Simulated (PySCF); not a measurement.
## Unknown compound

Molecular formula: C₅H₉N₃Si. Simulated spectra:

$^{1}$H NMR (300 MHz, computed): δ 9.24 (s, 1H), 8.92 (m, 1H), 8.79 (m, 1H), 5.34 (s, 2H), 2.95 (s, 3H), -0.12 (br s, 1H).

$^{13}$C{$^{1}$H} NMR (computed): δ 165.0 (C), 157.8 (CH), 150.6 (CH), 150.4 (CH), 32.8 (CH3).

Theory: NMR shieldings at PBE0/pcSseg-1/GIAO, structure optimised with GFN2-xTB, in PySCF 2.14.0 with density-fitted response routines (relativity neglected, rapidly exchanging positions averaged, one conformer, no solvent model).

Referencing at the same level of theory: $^{1}$H (31.72 ppm), $^{13}$C (186.93 ppm) against TMS.

**Question.** Which candidate is it?
A. Cc1nnc(C)c([SiH3])n1
B. CN[SiH2]c1cnccn1
C. CN[SiH2]c1ncccn1

**Answer.** B. 

The formula gives 4 degrees of unsaturation (1 ring in the answer). 5 carbon signals for 5 carbons: no two carbons are equivalent. Carbon types of the structure: 1 × C, 3 × CH, 1 × CH3, leaving 3 H on heteroatoms. δC 165.0: substituted aromatic carbon next to a ring nitrogen. δC 157.8, 150.6, 150.4: aromatic CH next to a ring nitrogen; the adjacent pyridine-type nitrogen withdraws density from it. δH 9.24, 8.92, 8.79: hydrogen on an aromatic CH next to a ring nitrogen; ring current plus the neighbouring ring nitrogen. δH 2.95: hydrogen on a methyl carbon bonded to N; its carbon carries N, hence the downfield position. δH -0.12: hydrogen on a nitrogen bonded to C, Si; exchangeable; this is the value without hydrogen bonding to other molecules.

The others: CN[SiH2]c1ncccn1 would give 4 carbon signals, not 5; Cc1nnc(C)c([SiH3])n1 would give 3 signals for carbon-bound and other non-exchanging H, not 5.

Exchangeable OH/NH protons stand at their gas-phase positions; hydrogen bonding in a real sample shifts them, mostly to higher δ. Shifts are as computed. Against solution values, carbons near 30 ppm lie about +3 ppm off and those near 130 ppm about +5 ppm. Of 1309 compounds with measured shifts, 239 miss one by over three times the rms of a fit or turn the order of signals round; such compounds aren't used in these exercises. Multiplicities follow the n + 1 count of equivalent neighbours, as no J values were calculated; m marks all less simple cases, F and P coupling included.
